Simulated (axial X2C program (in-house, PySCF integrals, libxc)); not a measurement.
## Nuclear properties of Te₂⁺

Computed with an in-house all-electron X2C program for linear molecules (integrals from PySCF): two-component X2C with atomic mean-field Coulomb and Gaunt terms, Gaussian nuclei, basis Te dyall-cv3z with contracted cores.

R = 2.484 Å (near the PBE0 minimum at charge 1 of the determinant lowest at the starting distance; the state shown can have its own minimum elsewhere).

Determinant lowest in the PBE0 search, Ω = 1/2 (⟨Sz⟩ = -0.48, ⟨Lz⟩ = 0.98 at PBE0), spin on the atoms Te -0.24, Te -0.24:

```csv
level,A∥/gI Te (MHz),qzz Te (a.u.)
PBE0,2190,0.59
HF,1650,0.12
LDA,2260,0.84
TPSSh,2180,0.72
PBE,2240,0.73
```

Determinant 0.54 eV from it at PBE0 and this distance, Ω = 3/2 (⟨Sz⟩ = 0.51, ⟨Lz⟩ = 0.99 at PBE0), spin on the atoms Te 0.26, Te 0.26:

| level | A∥/gI Te (MHz) | qzz Te (a.u.) |
| --- | --- | --- |
| PBE0 | 323 | 0.27 |
| HF | 153 | 0.20 |
| LDA | 354 | 0.49 |
| TPSSh | 325 | 0.39 |
| PBE | 317 | 0.39 |

A∥ (defined per Ω) follows by multiplying with gI = μI/(I μN); qzz is the electric field gradient, eQq0 = 234.96 MHz × Q/barn × qzz. The operators were transformed with the bare-nucleus X2C matrices; with these basis sets, hyperfine constants and field gradients can be off by tens of per cent, and where levels differ in sign neither size nor sign is settled.

**Question.** With gI(125Te) = -1.7770 (g factors from the IAEA table of nuclear moments by Stone), turn the PBE0 values of the first state into constants in MHz.

**Answer.** A∥(125Te) = 2190 × -1.7770 = -3890 MHz.

Each state is one determinant with collinear spin. Unrestricted Hartree–Fock can overshoot spin polarisation at the nuclei. The search compared states at one distance, so a state with another bond length can lie lower. Further determinants of the search, some of them spin-mixed, are not shown. Where a field gradient or hyperfine factor spreads by more than a factor of two over the levels, a constant derived from it is not to be relied on. PBE0 term energies can be off by some tenths of an eV.
